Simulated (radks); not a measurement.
Values are calculated unless marked as measured or tabulated.
The nuclear charge of neutral selenium is varied continuously with 34 electrons held in [Ar] 3d10 4s2 4p4. Level of theory: Dirac Kohn-Sham, BLYP, spin-unpolarised, spherical densities, point nucleus; open shells fill j = l - 1/2 first (a radial shooting solver on a logarithmic mesh with Libxc functionals). By the Hellmann-Feynman theorem dE/dZ = E(electron-nucleus)/Z, the electronic potential at the nucleus.

Z	E (hartree)	E(electron-nucleus)/Z (hartree)	HOMO	e(HOMO) (eV)	<r> HOMO (bohr)
33.8	-2396.16594	-171.214	4p3/2	-4.383	2.433
34	-2430.54686	-172.595	4p3/2	-6.202	2.333
34.2	-2465.20377	-173.974	4p3/2	-8.149	2.247
34.4	-2500.13642	-175.352	4p3/2	-10.217	2.170
34.6	-2535.34460	-176.729	4p3/2	-12.397	2.101
34.8	-2570.82817	-178.106	4p3/2	-14.686	2.039
35	-2606.58702	-179.482	4p3/2	-17.078	1.981

The central difference of E at Z = 34 is -172.595 hartree, to compare with the third column; the second derivative is -6.9 hartree.
